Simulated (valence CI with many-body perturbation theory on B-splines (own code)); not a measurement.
# Nb²⁺: what each term of the Hamiltonian does

Computed by configuration interaction combined with many-body perturbation theory (CI+MBPT): three valence electrons over a frozen Dirac-Fock core [Kr], radial functions for each j: 9 s, 9 p, 10 d, 8 f, 5 g, 3 h, 1 i, with the one-electron correlation potential Σ1 (screened to all orders), the two-electron term Σ2, the three-electron term Σ3, Breit, model QED; selected single and double excitations, second order for the rest, scaled by the run's own slope (own B-spline code, finite nucleus).

Against 24 measured levels this calculation errs by 556 cm⁻¹ on average and by 1107 at most. These come from a selection out of Shadmi, J. Res. Natl. Bur. Stand. 70A, 435 (1966). Levels without a partner in it may be off by more, other configurations by 1,000 to 8,000 cm⁻¹.

Each rung adds one term. CI alone is the Dirac-Coulomb CI over the frozen core; QED comes last and gives the full result, which names the levels. Energies are above 4d3 4F_3/2 on the same rung, in cm⁻¹. A blank means that the level has no clear partner on that rung.

Names give the largest LS component (configuration and term), which can be under half, so a name can repeat, a term be missing and a line seem to break the LS rules; names also repeat where a configuration has a term twice. Letters in brackets count levels of one name in rising energy.

| Level | CI alone | Σ1 | Σ2 | Σ3 | Breit | QED | Full |
| --- | --- | --- | --- | --- | --- | --- | --- |
| 4d3 4F_5/2 | 421 | +82 | +33 | +0.9 | -27 | +1.9 | 512 |
| 4d3 4F_7/2 | 972 | +180 | +74 | +1.2 | -60 | +4.2 | 1171 |
| 4d3 4F_9/2 | 1617 | +286 | +123 | -0.1 | -96 | +6.6 | 1936 |
| 4d3 4P_3/2 |  |  | +443 | +76 | -4.0 | +2.6 | 9156 |
| 4d3 4P_1/2 |  |  | +324 | +47 | -17 | +2.9 | 9199 |
| 4d3 2G_7/2 | 8943 | +547 | +57 | -111 | -41 | +5.2 | 9400 |
| 4d3 2G_9/2 | 9477 | +615 | +14 | -100 | -59 | +6.3 | 9954 |
| 4d3 4P_5/2 | 9646 | +426 | +110 | -7.3 | -64 | +5.8 | 10117 |
| 4d3 2P_1/2 |  |  | +916 | +324 | -49 | +12 | 11287 |
| 4d3 2P_3/2 |  |  | +843 | +165 | -45 | +10.0 | 11509 |
| 4d3 2H_9/2 | 12980 | +685 | -670 | -17 | -73 | +6.7 | 12912 |
| 4d3 2H_11/2 | 13358 | +706 | -734 | -6.7 | -81 | +6.7 | 13249 |
| 4d3 2D_3/2 [a] | 11257 | +962 | +1462 | -20 | -84 | +14 | 13591 |
| 4d3 2D_5/2 [a] | 11599 | +947 | +1389 | -146 | -70 | +12 | 13732 |
| 4d3 2F_7/2 | 18466 | +1552 | +438 | +137 | -49 | +13 | 20557 |
| 4d3 2F_5/2 | 18159 | +1753 | +626 | +143 | -42 | +15 | 20654 |
| 4d2.5s 4F_3/2 | 16701 | +4137 | +4496 | +168 | +106 | +79 | 25687 |
| 4d2.5s 4F_5/2 | 17079 | +4309 | +4484 | +167 | +82 | +80 | 26202 |
| 4d2.5s 4F_7/2 | 17670 | +4425 | +4536 | +166 | +47 | +83 | 26928 |

The middle columns are the shifts that each term adds.

Question: How does the ionisation energy move along the ladder, and which term matters most?

Answer: CI alone 23.410, + Σ1 24.565, + Σ2 25.086, + Σ3 25.082, + Breit 25.091, + QED 25.093 eV. The largest step is Σ1, 1.155 eV. NIST lists 25.04 eV (semi-empirical).
